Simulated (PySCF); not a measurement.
Sn(OH)3 (H3O3Sn), SMILES [OH][Sn]([OH])[OH], multiplicity 2.

Geometry: PBE-D3(BJ)/def2-SVP. The multiplicity is an assumed one; other spin states were not compared. The isomer is the one that the SMILES or the coordinates give; other isomers of the formula were not compared. The def2 effective core potentials stand for the cores of Sn; spin–orbit coupling is left out. One conformer was computed; it need not be the lowest.

Level of theory: PBE-D3(BJ)/def2-SVP (PySCF 2.14.0).

Frequencies are harmonic and unscaled.

Modes within 1.5 cm⁻¹ of each other (mostly degenerate sets) share a row, with their intensities summed.

Computed vibrational spectrum:
```csv
mode,ν (cm⁻¹),IR (km/mol),moving atoms (share of kinetic energy)
1–2,72,60.2,"O 59 %, H 36 %"
3,112,96.4,"H 84 %, O 8 %"
4,185,118.5,"O 70 %, Sn 15 %, H 15 %"
5–6,207,29.1,"H 66 %, O 32 %"
7,525,11.9,O 91 %
8–9,541,121.7,"O 83 %, Sn 15 %"
10,778,50.2,H 94 %
11–12,806,162.7,H 92 %
13–14,3673,151.9,H 94 %
15,3675,22.4,H 94 %
```
